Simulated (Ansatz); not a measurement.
Consider the formal exchange of groups at the Sn–Si bond: `C[Si](F)(F)[SnH3]` + `CC` → `C[CH2][SnH3]` + `C[SiH](F)F`.

Gas-phase electronic energies from Ansatz, PBE0-D4/def2-TZVP geometries. CCSD(T)/CBS adds triple-zeta CCSD(T) − MP2 to the extrapolated MP2 energy (def2 sets, frozen cores). This one scheme is used for every species. Functionals use def2-TZVPP. B3LYP here is the variant with VWN-RPA as its local correlation; programs differ in this. def2 core potentials past Kr. For Sn outer-core shells are correlated without core-valence functions, which leaves a few kJ/mol of doubt a bond.

(1) Is it downhill or uphill in electronic energy at CCSD(T)/CBS, and by how much? (Estimate.)

(2) What do these levels give: B3LYP-D4, ωB97M-V, B2PLYP, HF/def2-TZVPP, MP2/def2-QZVPP, MP2/CBS(def2)? (Estimate.)

Largest T1 diagnostic among the species: 0.013.

Answers

(1) Computed: Uphill: ΔE = +35.0 kJ/mol.

(2) Ansatz gave: B3LYP-D4 44.3, ωB97M-V 39.3, B2PLYP 37.7, HF/def2-TZVPP 34.6, MP2/def2-QZVPP 29.3, MP2/CBS(def2) 30.8 kJ/mol.
